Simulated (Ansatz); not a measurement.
Reaction (cleavage of the B–Si bond): `B[SiH]1BS1` + `CC(O)[SiH3]` → `BOC(C)[SiH3]` + `B1[SiH2]S1`

Isolated molecules relaxed with PBE0-D4/def2-TZVP in Ansatz; ΔE leaves out vibrations. CCSD(T)/CBS is the MP2 limit (def2-TZVPP, def2-QZVPP) plus CCSD(T) − MP2 in def2-TZVPP, frozen cores. DFT in def2-TZVPP. One conformer a species, not always the lowest.

```json
{"level": "r2SCAN-D4", "ΔE (eV)": "-1.54"}
{"level": "PBE", "ΔE (eV)": "-1.46"}
{"level": "r2SCAN", "ΔE (eV)": "-1.54"}
{"level": "HF/def2-TZVPP", "ΔE (eV)": "-1.72"}
{"level": "CCSD/def2-TZVPP", "ΔE (eV)": "-1.63"}
{"level": "HF/def2-QZVPP", "ΔE (eV)": "-1.73"}
{"level": "MP2/def2-QZVPP", "ΔE (eV)": "-1.66"}
{"level": "SCS-MP2/def2-QZVPP", "ΔE (eV)": "-1.68"}
```

What does CCSD(T)/CBS give? (An estimate is asked.)

The calculation gave: -1.60 eV. The listed levels differ from it by 0.06, 0.14, 0.06, -0.12, -0.03, -0.13, -0.06, -0.08 eV.

Largest T1 diagnostic among the species: 0.020.

In def2-TZVPP, CCSD(T) changes the Hartree–Fock value by +0.10 eV (the triples alone add +0.01 eV) and MP2 by +0.05 eV. From PBE to PBE0 (25 % exact exchange), in def2-TZVPP and without D4, ΔE moves by −0.04 eV.
